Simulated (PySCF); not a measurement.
# The second ionisation energy along group 13

Calculated with PySCF 2.14 from differences of total energies of unrestricted determinants, without spin-orbit coupling. Values in eV. The last column holds reference values (NIST; (s) semi-empirical, (t) theoretical, else measured). Unmarked ones compare directly (S terms, centres of terms, or small fine structure); those marked * lie between the lowest fine-structure levels and include a spin-orbit shift.

```json
{"element": "B (aug-cc-pCVTZ-DK, spin-free X2C)", "configurations": "[He] 2s2 → [He] 2s1", "LDA": "24.560", "r2SCAN": "24.267", "MP2 (valence)": "24.449", "CCSD (valence)": "25.089", "CCSD(T) (valence)": "25.089", "FCI (valence)": "25.089", "reference": "25.155"}
{"element": "Al (aug-cc-pCVTZ-DK, spin-free X2C)", "configurations": "[Ne] 3s2 → [Ne] 3s1", "LDA": "18.923", "r2SCAN": "18.408", "MP2 (valence)": "18.314", "CCSD (valence)": "18.630", "CCSD(T) (valence)": "18.630", "FCI (valence)": "18.630", "reference": "18.829"}
{"element": "In (aug-cc-pwCVTZ-DK3, spin-free X2C)", "configurations": "[Kr] 4d10 5s2 → [Kr] 4d10 5s1", "LDA": "19.406", "r2SCAN": "18.696", "MP2 (valence)": "17.665", "CCSD (valence)": "17.912", "CCSD(T) (valence)": "17.912", "FCI (valence)": "17.912", "reference": "18.870"}
{"element": "Tl (aug-cc-pwCVTZ-DK3, spin-free X2C)", "configurations": "[Xe] 4f14 5d10 6s2 → [Xe] 4f14 5d10 6s1", "LDA": "20.954", "r2SCAN": "20.356", "MP2 (valence)": "18.916", "CCSD (valence)": "19.102", "CCSD(T) (valence)": "19.102", "FCI (valence)": "19.102", "reference": "20.428"}
```

```tsv
method	elements	mean error (eV)	mean absolute error (eV)	largest error (eV)
LDA	4	0.140	0.438	-0.595
r2SCAN	4	-0.389	0.389	-0.888
MP2 (valence)	4	-0.984	0.984	-1.513
CCSD (valence)	4	-0.637	0.637	-1.326
CCSD(T) (valence)	4	-0.637	0.637	-1.326
FCI (valence)	4	-0.637	0.637	-1.326
```

Errors include the incompleteness of the basis and the frozen core.

"Valence" correlates the outer s and p shells and, in groups 3 to 12 and the f block, the outer d or f shell, open or full, or the next shell where the ion has no valence electron left; the wider scheme adds the next inner shell.
